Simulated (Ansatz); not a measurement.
```yaml
crystal:
  periodic: [false, false, false]
  atoms:
    - {symbol: C, position_ang: [-0.710678, 0.775966, -1.780554]}
    - {symbol: Ga, position_ang: [0.155723, -0.156668, -0.244371]}
    - {symbol: C, position_ang: [2.025932, 0.356568, 0.223735]}
    - {symbol: C, position_ang: [-0.431981, -2.018081, 0.167679]}
    - {symbol: N, position_ang: [-0.877362, 0.875059, 1.382562]}
    - {symbol: H, position_ang: [-0.316911, 0.395325, -2.727675]}
    - {symbol: H, position_ang: [-0.522774, 1.853925, -1.769607]}
    - {symbol: H, position_ang: [-1.793620, 0.620520, -1.802103]}
    - {symbol: Xx, position_ang: [2.318196, -0.003090, 1.215039]}
    - {symbol: H, position_ang: [2.730272, -0.078612, -0.491455]}
    - {symbol: H, position_ang: [2.176595, 1.440082, 0.197881]}
    - {symbol: H, position_ang: [-0.094504, -2.350216, 1.154157]}
    - {symbol: H, position_ang: [-0.016042, -2.718835, -0.562332]}
    - {symbol: H, position_ang: [-1.520077, -2.126945, 0.126908]}
    - {symbol: H, position_ang: [-0.563614, 0.531341, 2.282886]}
    - {symbol: H, position_ang: [-1.878700, 0.731034, 1.321470]}
    - {symbol: H, position_ang: [-0.699356, 1.872126, 1.346183]}
basis:
  gaussian: {orbitals: cc-pVTZ, final_grid: {core_spheres: 8, valence_spheres: 7, degree: 23}, nuclear_model: gaussian}
hamiltonian: {xc: {name: r2SCANh}, dispersion: d3bj}
output: {forces: true}
```

```sh
$ ansatz run in.yaml --threads 4 --pin off --events-out ev --progress --plain --max-ram 11315MiB
```

Shortened log:

```
Error: YAML parse error: error: line 12 column 16: `Xx` is not an element symbol (H … Og, case-exact)
10 |     - {symbol: H, position_ang: [-0.522774, 1.853925, -1.769607]}
11 |     - {symbol: H, position_ang: [-1.793620, 0.620520, -1.802103]}
12 |     - {symbol: Xx, position_ang: [2.318196, -0.003090, 1.215039]}
13 |     - {symbol: H, position_ang: [2.730272, -0.078612, -0.491455]}
14 |     - {symbol: H, position_ang: [2.176595, 1.440082, 0.197881]}
```

**Question.** Something in this input is off. What?

**Answer.** An element symbol is wrong. The program refused the input.
